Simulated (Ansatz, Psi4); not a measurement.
# A ladder of methods for InSi2H7 (SMILES [SiH3][SiH2][InH2])

InSi2H7: 10 atoms, total charge 0, spin state singlet. As SMILES, `[SiH3][SiH2][InH2]`. The coordinates come from a PBE0-D4/def2-TZVP relaxation.

```jsonl
{"atom": "Si", "x (Å)": "-1.4509", "y (Å)": "0.7323", "z (Å)": "-0.8216"}
{"atom": "Si", "x (Å)": "0.0231", "y (Å)": "-0.9827", "z (Å)": "-0.2224"}
{"atom": "In", "x (Å)": "1.8848", "y (Å)": "-0.0627", "z (Å)": "1.2931"}
{"atom": "H", "x (Å)": "-2.5411", "y (Å)": "0.2487", "z (Å)": "-1.7115"}
{"atom": "H", "x (Å)": "-0.7077", "y (Å)": "1.8121", "z (Å)": "-1.5275"}
{"atom": "H", "x (Å)": "-2.0657", "y (Å)": "1.3205", "z (Å)": "0.4005"}
{"atom": "H", "x (Å)": "-0.7613", "y (Å)": "-2.0569", "z (Å)": "0.4518"}
{"atom": "H", "x (Å)": "0.5887", "y (Å)": "-1.5579", "z (Å)": "-1.4773"}
{"atom": "H", "x (Å)": "1.7614", "y (Å)": "-0.1609", "z (Å)": "3.0139"}
{"atom": "H", "x (Å)": "3.2688", "y (Å)": "0.7075", "z (Å)": "0.6011"}
```

Each level gives the energy change with the In3–H9 bond stretched from 1.728 to 2.246 Å (eV). The values are calculated.

```json
{"level": "PBE/def2-SVP (core potential) (restricted)", "kind": "GGA", "program": "Ansatz", "value (eV)": "0.72", "less CCSD(T)/def2-SVP": "-0.09", "CPU time (all runs)": "18 s"}
{"level": "revPBE/def2-SVP (core potential) (restricted)", "kind": "GGA", "program": "Ansatz", "value (eV)": "0.70", "less CCSD(T)/def2-SVP": "-0.11", "CPU time (all runs)": "17 s"}
{"level": "r2SCAN/def2-SVP (core potential) (restricted)", "kind": "meta-GGA", "program": "Ansatz", "value (eV)": "0.82", "less CCSD(T)/def2-SVP": "+0.01", "CPU time (all runs)": "34 s"}
{"level": "CAM-B3LYP/def2-SVP (core potential) (restricted)", "kind": "range-separated hybrid", "program": "Ansatz", "value (eV)": "0.87", "less CCSD(T)/def2-SVP": "+0.06", "CPU time (all runs)": "25 s"}
{"level": "wB97X/def2-SVP (core potential) (restricted)", "kind": "range-separated hybrid", "program": "Ansatz", "value (eV)": "0.89", "less CCSD(T)/def2-SVP": "+0.08", "CPU time (all runs)": "81 s"}
{"level": "RPA@PBE/def2-SVP (core potential) (restricted)", "kind": "RPA", "program": "Ansatz", "value (eV)": "0.80", "less CCSD(T)/def2-SVP": "-0.01", "CPU time (all runs)": "34 s"}
{"level": "CCSD(T)/def2-SVP (core potential) (restricted)", "kind": "coupled cluster or CI", "program": "Ansatz", "value (eV)": "0.81", "less CCSD(T)/def2-SVP": "0.00", "CPU time (all runs)": "59 s"}
{"level": "CCSD/def2-SVP (core potential) (restricted)", "kind": "coupled cluster or CI", "program": "Psi4", "value (eV)": "0.82", "less CCSD(T)/def2-SVP": "+0.01", "CPU time (all runs)": "1.9 min"}
```

CCSD(T)/def2-SVP (core potential) (restricted) is the highest level here, not the true value. The first shape isn't each level's own minimum. The values span 0.70 to 0.89 eV. In the correlated wave-function rows the outer d shell of In is correlated, in sets not made for it. CPU times are rough (shared hosts, several kinds of processor): they show what a rung costs within a factor of a few.
